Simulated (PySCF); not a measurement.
# Electron correlation in Sb⁺ (antimony, charge +1)

[Kr] 4d10 5s2 5p2, high-spin 3P determinant. All numbers are calculated (PySCF 2.14, scalar relativity through the core potential, in aug-cc-pVDZ-PP with ECP28MDF). Frozen: 4s2 4p6 4d10; 4 electrons correlated.

MP2 pair energies summed by pair of shells (mhartree):

| pair | energy | share (%) |
| --- | --- | --- |
| 5s-5p | -21.82 | 60.1 |
| 5s-5s | -10.83 | 29.9 |
| 5p-5p | -3.62 | 10.0 |

Total MP2 correlation energy: -36.27 mhartree.

Same-spin part -6.09 and opposite-spin part -30.18 mhartree; SCS-MP2 scales them by 1/3 and 6/5 to -38.25 mhartree.

```tsv
level	correlation energy (mhartree)
CCSD	-50.54
(T)	-0.60
CCSD(T)	-51.14
```

Diagnostics: T1 = 0.0073, D1 = 0.0200, largest double amplitude 0.094.

Cost of the coupled-cluster step: 0.18 s of wall time on 1 thread of Intel(R) Xeon(R) Platinum 8375C CPU @ 2.90GHz (shared host), for 4 correlated electrons.

Iterations:

```
CC2 = 0
CCSD nocc = (np.int64(3), np.int64(1)), nmo = (23, 23)
frozen orbitals [[0, 1, 2, 3, 4, 5, 6, 7, 8], [0, 1, 2, 3, 4, 5, 6, 7, 8]]
max_cycle = 100
direct = 0
conv_tol = 1e-08
conv_tol_normt = 1e-06
diis_space = 8
diis_start_cycle = 0
Init t2, MP2 energy = -0.0362721362457208
Init E_corr(UCCSD) = -0.0362721362467131
cycle = 1  E_corr(UCCSD) = -0.0461381476061955  dE = -0.00986601136  norm(t1,t2) = 0.0467097
cycle = 2  E_corr(UCCSD) = -0.0489890663999087  dE = -0.00285091879  norm(t1,t2) = 0.0170801
cycle = 3  E_corr(UCCSD) = -0.0505451156178659  dE = -0.00155604922  norm(t1,t2) = 0.00742237
cycle = 4  E_corr(UCCSD) = -0.0505329964944572  dE = 1.21191234e-05  norm(t1,t2) = 0.00132809
cycle = 5  E_corr(UCCSD) = -0.050543312209811  dE = -1.03157154e-05  norm(t1,t2) = 0.000178145
cycle = 6  E_corr(UCCSD) = -0.0505399641945887  dE = 3.34801522e-06  norm(t1,t2) = 2.91814e-05
cycle = 7  E_corr(UCCSD) = -0.0505413690997663  dE = -1.40490518e-06  norm(t1,t2) = 5.30212e-06
cycle = 8  E_corr(UCCSD) = -0.05054097843926  dE = 3.90660506e-07  norm(t1,t2) = 1.47887e-06
cycle = 9  E_corr(UCCSD) = -0.0505410269104446  dE = -4.84711846e-08  norm(t1,t2) = 2.40862e-07
cycle = 10  E_corr(UCCSD) = -0.0505410248193992  dE = 2.09104539e-09  norm(t1,t2) = 3.8381e-08
UCCSD converged
E(UCCSD) = -239.0077858018363  E_corr = -0.0505410248193992
UCCSD(T) correction = -0.000603192560971383
```
